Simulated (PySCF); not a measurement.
# Dipole moment and polarisability of `C=C(C)/C=C/C1=CC1=C`

C₉H₁₀.
Atom-mapped SMILES: `[CH2:1]=[C:2]([CH3:3])/[CH:4]=[CH:5]/[C:6]1=[CH:7][C:8]1=[CH2:9]` (hydrogens: H10, H11 on C1; H12, H13, H14 on C3; H15 on C4; H16 on C5; H17 on C7; H18, H19 on C9)

Structure used (PBE0-D3(BJ)/def2-SVP), in Å, numbered top down from 1:
```xyz
19
C9H10 angstrom
C     -0.7578    3.0554   -0.2328
C     -1.2572    1.8415    0.0722
C     -2.7125    1.6327    0.3711
C     -0.3601    0.6967    0.1133
C     -0.7160   -0.5781    0.4036
C      0.2419   -1.6335    0.4176
C      0.5455   -2.9212    0.5899
C      1.6161   -2.0419    0.2426
C      2.8969   -1.7842   -0.0330
H     -1.3946    3.9426   -0.2748
H      0.3055    3.1905   -0.4482
H     -3.2717    2.5755    0.3059
H     -3.1628    0.9168   -0.3351
H     -2.8533    1.2191    1.3826
H      0.6936    0.8933   -0.1115
H     -1.7530   -0.8369    0.6362
H      0.2057   -3.9272    0.8280
H      3.6428   -2.5813   -0.0266
H      3.2263   -0.7710   -0.2704
```

Level: PBE0/def2-SVPD (PySCF), static field, nuclei fixed, core orbitals frozen in the response. The polarisability tensor in these axes (au):

```
x   135.88 -33.29  -6.53
y   -33.29 183.51 -14.66
z    -6.53 -14.66  70.59
```

**Question.** Diagonalise the tensor; give its mean and Δα, where Δα² is half the sum of the squared differences of the eigenvalues.

**Answer.** Principal values 66.83, 121.75 and 201.41 au; mean 129.99 au = 19.26 Å³ = 21.43 × 10⁻⁴⁰ C²·m²/J; Δα = 117.20 au (90 % of the mean).

**Question.** What is the dipole moment, and where does it point?

**Answer.** (-2.58, 0.74, 0.33) D, 2.71 D in size, pointing from the negative to the positive side. Measured along this direction, the outermost atoms are H18 at the negative end and H12 at the positive end.

**Question.** Traceless (Buckingham) quadrupole moment about the centre of nuclear charge: eigenvalues?

**Answer.** -7.93, -4.00, 11.93 D·Å. The values depend on the origin, since the dipole doesn't vanish. The electronic extent ⟨r²⟩ about the same centre is 1763 bohr², a root-mean-square distance of 2.78 Å for the 64 electrons.

**Question.** Along which axes do the principal values lie, and how far do the nuclei extend along each?

**Answer.** Largest value along (-0.45, 0.89, -0.08), where the nuclei span 8.08 Å; middle along (0.88, 0.42, -0.23), 4.89 Å; least along (0.17, 0.17, 0.97), 1.77 Å. The response follows the extents in order.

**Question.** What molar refraction does this α imply?

**Answer.** Lorentz–Lorenz: R = (4π/3)N_A α = 2.5225 cm³/(mol·Å³) × 19.26 Å³ = 48.6 cm³/mol, in the limit of long wavelengths.

One conformer (not necessarily the lowest) at the PBE0-D3(BJ)/def2-SVP geometry, without solvent, vibrations or thermal averaging.
